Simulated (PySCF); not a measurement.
Molecule: `O=CNCB(F)F`, C₂H₄BF₂NO.

Geometry (Å), atoms numbered from 1 in this order:
```xyz
11

O     0.4516   -0.0740    1.4473
C     1.3002    0.0603    0.5471
N     0.9123    0.1239   -0.7004
C    -0.5294    0.0220   -0.8467
B    -1.0268   -0.1356    0.7276
F    -1.7371    0.9072    1.2254
F    -1.5623   -1.3374    1.0567
H     2.3568    0.1256    0.7994
H     1.5356    0.2334   -1.4858
H    -0.9157    0.9181   -1.3325
H    -0.7798   -0.8407   -1.4641
```

Frames of a GFN2-xTB Langevin trajectory at 200 K; GIAO PBE0/pcSseg-1 shieldings in PySCF 2.14.0 with density-fitted response routines, gas phase, non-relativistic; equivalent atoms averaged within each frame.

Shifts are taken against calculated references (same method and geometry level): 17O (336.08 ppm) against H2O; 13C (186.93 ppm) and 1H (31.72 ppm) vs TMS; NH3 for 15N (267.73 ppm); BF3·OEt2 for 11B (100.07 ppm); CFCl3 for 19F (170.95 ppm). The references are static minima.

How do the shifts (ppm) fluctuate along the trajectory?

Results:


```csv
time (fs),O1,C2,C4,N3,B5,F6/F7,H8,H9,H10/H11
optimised geometry,309.1,170.3,34.7,154.6,7.4,-145.2,7.62,6.30,2.37
250,328.1,170.1,35.4,156.5,11.4,-130.7,8.62,6.13,2.88
425,336.3,175.8,33.2,153.8,11.3,-132.8,7.02,6.33,3.02
625,312.3,164.7,38.8,147.0,9.5,-141.3,6.98,6.37,2.75
800,295.8,172.9,44.8,170.1,5.0,-148.7,7.22,6.39,2.74
1000,332.9,173.2,37.2,150.6,9.4,-137.1,7.43,6.37,2.79
mean of frames,321.1,171.3,37.9,155.6,9.3,-138.1,7.45,6.32,2.83
standard deviation,16.9,4.2,4.4,8.9,2.6,7.2,0.68,0.11,0.12
```

5 frames give an uncertainty of the mean of about the standard deviation over 2.2 at best, since frames this close in time may not be independent; classical motion lacks zero-point vibration, and the reference would need the same averaging.
